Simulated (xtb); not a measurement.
C₄H₁₁S (SMILES CC(C)(C)[SH2+]), charge +1, singlet, at a GFN2-xTB geometry; xtb with GFN2-xTB.

Input for xtb:
```
$ xtb mol.xyz --gfn 2 --chrg 1 --json

# file mol.xyz
16

C     -0.46721230     1.19830070     1.08614094
C     -0.37886662    -0.05533797     0.24787658
C     -0.16551409    -1.30773328     1.06955843
C     -1.51437475    -0.19093952    -0.74278374
S      1.21646759     0.08396989    -0.85362922
H     -1.35914839     1.12926927     1.70743843
H     -0.56717469     2.09550885     0.47895978
H      0.38310971     1.30871766     1.75577105
H     -0.01159147    -2.17993942     0.43853610
H     -1.05549123    -1.48989563     1.66884942
H      0.67604980    -1.21024531     1.75164054
H     -1.37662094    -1.04975865    -1.39553062
H     -1.63379605     0.70219938    -1.35189057
H     -2.44219884    -0.34176636    -0.19434427
H      1.01675679     1.34621071    -1.28554643
H      2.06243045     0.48044166     0.11943077
```

Q: Write the output that xtb gives for this input, abridged.

A: 
```
   ID    Z sym.   atoms
    1    6 C      1-4
    2   16 S      5
    3    1 H      6-16

           -------------------------------------------------
          |                Calculation Setup                |
           -------------------------------------------------

           -------------------------------------------------
          |                 G F N 2 - x T B                 |
           -------------------------------------------------

          ...................................................
          :                      SETUP                      :
          :.................................................:
          :  # basis functions                  37          :
          :  # atomic orbitals                  36          :
          :  # shells                           22          :
          :  # electrons                        32          :
          :  max. iterations                   250          :
          :  Hamiltonian                  GFN2-xTB          :
          :  restarted?                      false          :
          :  GBSA solvation                  false          :
          :  PC potential                    false          :
          :  electronic temp.          300.0000000     K    :
          :  accuracy                    1.0000000          :
          :  -> integral cutoff          0.2500000E+02      :
          :  -> integral neglect         0.1000000E-07      :
          :  -> SCF convergence          0.1000000E-05 Eh   :
          :  -> wf. convergence          0.1000000E-03 e    :
          :  Broyden damping             0.4000000          :
          :  net charge                          1          :
          :  unpaired electrons                  0          :
          ...................................................

 iter      E             dE          RMSdq      gap      omega  full diag
   1    -17.1594793 -0.171595E+02  0.253E+00    5.85       0.0  T
   2    -17.1839903 -0.245110E-01  0.161E+00    5.30       1.0  T
   3    -17.1870757 -0.308540E-02  0.910E-01    5.21       1.0  T
   4    -17.1895304 -0.245470E-02  0.449E-01    5.01       1.0  T
   5    -17.1895686 -0.382063E-04  0.566E-02    5.01       1.0  T
   6    -17.1895682  0.420104E-06  0.194E-02    5.00       1.3  T
   7    -17.1895704 -0.223043E-05  0.486E-03    5.01       5.1  T
   8    -17.1895705 -0.554845E-08  0.206E-03    5.01      12.1  T
   9    -17.1895705 -0.249569E-08  0.638E-04    5.01      39.2  T
[...]
         :: total energy             -16.969955028668 Eh    ::
[...]

 Mol. C6AA /au·bohr⁶  :       2016.729828
 Mol. C8AA /au·bohr⁸  :      54072.530761
 Mol. α(0) /au        :         69.131430

Wiberg/Mayer (AO) data.
largest (>0.10) Wiberg bond orders for each atom

 ---------------------------------------------------------------------------
     #   Z sym  total        # sym  WBO       # sym  WBO       # sym  WBO
 ---------------------------------------------------------------------------
     1   6 C    3.980 --     2 C    1.021     7 H    0.977     8 H    0.977
                             6 H    0.953
     2   6 C    3.899 --     1 C    1.021     4 C    1.015     3 C    1.015
                             5 S    0.811
     3   6 C    3.979 --     2 C    1.015    11 H    0.979     9 H    0.976
                            10 H    0.956
     4   6 C    3.979 --     2 C    1.015    13 H    0.979    12 H    0.976
                            14 H    0.956
     5  16 S    2.829 --    16 H    0.940    15 H    0.940     2 C    0.811
     6   1 H    0.988 --     1 C    0.953
     7   1 H    0.995 --     1 C    0.977
     8   1 H    0.995 --     1 C    0.977
     9   1 H    0.994 --     3 C    0.976
    10   1 H    0.989 --     3 C    0.956
    11   1 H    0.995 --     3 C    0.979
    12   1 H    0.994 --     4 C    0.976
    13   1 H    0.995 --     4 C    0.979
    14   1 H    0.989 --     4 C    0.956
    15   1 H    0.956 --     5 S    0.940
    16   1 H    0.956 --     5 S    0.940
 ---------------------------------------------------------------------------

Topologies differ in total number of bonds
Writing topology from bond orders to xtbtopo.mol

molecular dipole:
                 x           y           z       tot (Debye)
 q only:        0.834       0.590      -0.257
   full:        0.902       0.725      -0.225       2.995
molecular quadrupole (traceless):
                xx          xy          yy          xz          yz          zz
 q only:        3.372       2.862      -1.794      -2.310      -1.940      -1.578
  q+dip:        3.400       3.306      -1.540      -1.915      -2.233      -1.860
   full:        3.494       3.362      -1.614      -1.854      -2.400      -1.880

           -------------------------------------------------
          | TOTAL ENERGY              -16.969955028668 Eh   |
          | GRADIENT NORM               0.000055187814 Eh/α |
          | HOMO-LUMO GAP               5.011683612195 eV   |
           -------------------------------------------------

normal termination of xtb
```
